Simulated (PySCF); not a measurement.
## Polarisability and C₆ of Fe⁺ (iron, charge +1)

[Ar] 3d6 4s1, high-spin 6D determinant. Calculation: PySCF 2.14, in ANO-RCC-VTZP (6s5p3d2f1g, 59 functions); the spin-free X2C one-electron Hamiltonian (Gaussian nucleus). Coupled (time-dependent) response in atomic units; α is the mean over directions. The basis has no added diffuse functions, which lowers α and C₆.

| method | mean α (bohr³) | α xx, yy, zz | C₆ (like pair) | S(−4) |
| --- | --- | --- | --- | --- |
| B97-3 | 26.14 | 25.54, 25.54, 27.36 | 126.1 | 585.8 |

S(−4) is the Cauchy moment in α(ω) = α(0) + S(−4) ω² + …

α(iu) at B97-3:

```csv
u (hartree),α(iu) (bohr³)
0,26.14
0.0500,24.77
0.100,21.49
0.200,14.55
0.300,9.996
0.500,5.704
0.750,3.656
1.00,2.722
1.50,1.819
2.00,1.339
3.00,0.8121
5.00,0.3809
```

For an ion, C₆ is the dispersion term alone; charge-induced terms of lower order in 1/R come first.

The components differ because the open shell of this determinant is not spherical; for a pure term their mean is the scalar polarisability.
